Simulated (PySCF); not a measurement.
# Molecular orbitals of GaI⁺

BLYP at R = 2.486 Å; PySCF, scalar-relativistic core potentials, basis sets Ga def2-SVP, I def2-SVP with ECP28. State: ²Σ⁺ (doublet), unpaired electrons σ ↑. Only the outer orbitals are listed, counted within each symmetry, core potentials removing the inner ones.

| spin | orbital | occ. | ε (eV) | on Ga (%) | main shells (%) |
| --- | --- | --- | --- | --- | --- |
| α | 10σ | 1 | -23.60 | 8 | 92 I s |
| α | 11σ | 1 | -16.55 | 67 | 65 Ga s, 28 I p |
| α | 12σ | 1 | -12.87 | 52 | 48 I p, 29 Ga s, 22 Ga p |
| α | 6π | 1 | -12.57 | 9 | 91 I p |
| α | 6π | 1 | -12.57 | 9 | 91 I p |
| α | 7π | 0 | -8.52 | 91 | 91 Ga p |
| α | 7π | 0 | -8.52 | 91 | 91 Ga p |
| α | 13σ | 0 | -6.22 | 83 | 77 Ga p, 16 I p |
| β | 10σ | 1 | -23.28 | 8 | 91 I s |
| β | 11σ | 1 | -16.14 | 67 | 65 Ga s, 27 I p |
| β | 6π | 1 | -12.42 | 8 | 91 I p |
| β | 6π | 1 | -12.42 | 8 | 91 I p |
| β | 12σ | 0 | -12.07 | 52 | 48 I p, 31 Ga s, 19 Ga p |
| β | 7π | 0 | -8.20 | 91 | 91 Ga p |
| β | 7π | 0 | -8.20 | 91 | 91 Ga p |

Which are the highest filled and the lowest empty level, where do they sit, and how wide is the gap?

Highest filled β 6π at -12.42 eV (in %: 91 I p); lowest empty β 12σ at -12.07 eV (in %: 48 I p, 31 Ga s, 19 Ga p); the gap at BLYP is 0.35 eV.

* bond order (Mayer): 1.39
* ⟨S²⟩: 0.752
* charge on Ga (Mulliken, basis-dependent): 0.68
* charge on Ga (Löwdin, basis-dependent): 0.52
* dipole moment (positive dipole points towards I; it is taken about the centre of mass and depends on that origin): -4.33 D

Spin–orbit coupling is left out. The state was picked by a PBE0 search and need not be the measured ground state.
